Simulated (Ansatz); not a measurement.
Cost and result for the atomization energy of `[F][Al]1[CH2][GaH]1` (7 atoms, 7 bonds).

```xyz
7

F     2.3319    1.4860    1.1229
Al    0.9849    0.8875    0.3823
C    -0.1355   -0.6765    0.4504
Ga   -0.6929    0.3108   -1.2398
H    -0.8729   -0.1678    1.1229
H    -0.1267   -1.7399    0.6905
H    -1.4889   -0.1002   -2.5291
```

The species carries charge 0 and has multiplicity 1. Correlated methods include outer-core shells of Ga, which these sets cover unevenly. Scalar relativity is left out up to krypton. Geometry: relaxed with PBE0-D4/def2-TZVP. Program: Ansatz. All runs use 2 threads of an Arm Neoverse V2 on a shared host. Times are those of one run each, without the atoms' runs, and a repeat can differ threefold. Electronic energies, without spin–orbit coupling; frozen cores. CCSD(T)/CBS adds CCSD(T) − MP2 in def2-TZVPP to the MP2 limit, and its time is that of the two runs behind it. T1 = 0.015. With those shells the extrapolation isn't a true limit. B3LYP takes the VWN-RPA correlation (the form of Gaussian; ORCA's B3LYP/G). HSE06 is the plane-wave form, built on full-range PBE exchange.

CCSD(T)/CBS is a level of theory with its own doubt, some kJ/mol a heavy atom from the limit and from the frozen cores, so smaller differences don't rank the functionals.

```csv
level,functions,wall time
LDA (SPW92)/def2-TZVPP,194,1.4 s
revPBE-D4/def2-TZVPP,194,2.1 s
PBE-D4/def2-TZVPP (with forces),194,2.5 s
PBE0-D4/def2-TZVPP,194,3.2 s
BHLYP-D4/def2-TZVPP,194,3.5 s
HSE06-D4/def2-TZVPP,194,3.7 s
CAM-B3LYP-D4/def2-TZVPP,194,3.9 s
CCSD(T)/def2-SVP,93,4.2 s
B3LYP-D4/def2-TZVPP (with forces),194,4.8 s
PBE-QIDH/def2-TZVPP,194,6.5 s
MP2/def2-QZVPP,363,19 s
CCSD(T)/def2-TZVPP,194,78 s
CCSD(T)/CBS(def2),–,97 s
```

Problem. What atomization energy does each give, and how far from CCSD(T)/CBS? (Best estimate.)

Solution. The calculation gave: 
| level | atomization (kcal/mol) | difference from CCSD(T)/CBS | per bond |
| --- | --- | --- | --- |
| LDA (SPW92)/def2-TZVPP | 602.2 | 75.8 | 10.8 |
| revPBE-D4/def2-TZVPP | 515.6 | -10.8 | -1.5 |
| PBE-D4/def2-TZVPP (with forces) | 531.3 | 4.9 | 0.7 |
| PBE0-D4/def2-TZVPP | 520.9 | -5.5 | -0.8 |
| BHLYP-D4/def2-TZVPP | 500.9 | -25.5 | -3.7 |
| HSE06-D4/def2-TZVPP | 521.2 | -5.2 | -0.7 |
| CAM-B3LYP-D4/def2-TZVPP | 520.2 | -6.2 | -0.9 |
| CCSD(T)/def2-SVP | 491.8 | -34.6 | -4.9 |
| B3LYP-D4/def2-TZVPP (with forces) | 516.2 | -10.2 | -1.5 |
| PBE-QIDH/def2-TZVPP | 522.0 | -4.4 | -0.6 |
| MP2/def2-QZVPP | 534.7 | 8.3 | 1.2 |
| CCSD(T)/def2-TZVPP | 513.6 | -12.8 | -1.8 |
| CCSD(T)/CBS(def2) | 526.4 | 0.0 | 0.0 |

In def2-TZVPP, CCSD(T) changes the Hartree–Fock value by +140.2 kcal/mol (the triples alone add +10.1 kcal/mol) and MP2 by +153.6 kcal/mol; breaking electron pairs costs correlation energy, which Hartree–Fock lacks. From PBE to PBE0 (25 % exact exchange), in def2-TZVPP and without D4, the atomization energy moves by −9.9 kcal/mol: exact exchange takes away binding that semilocal exchange gives to molecules. The D4 term adds +5.2 kcal/mol with B3LYP and +2.7 kcal/mol with PBE0; it sums over pairs of atoms, weighted by their polarisabilities, and B3LYP, whose exchange is more repulsive, gets the larger term.
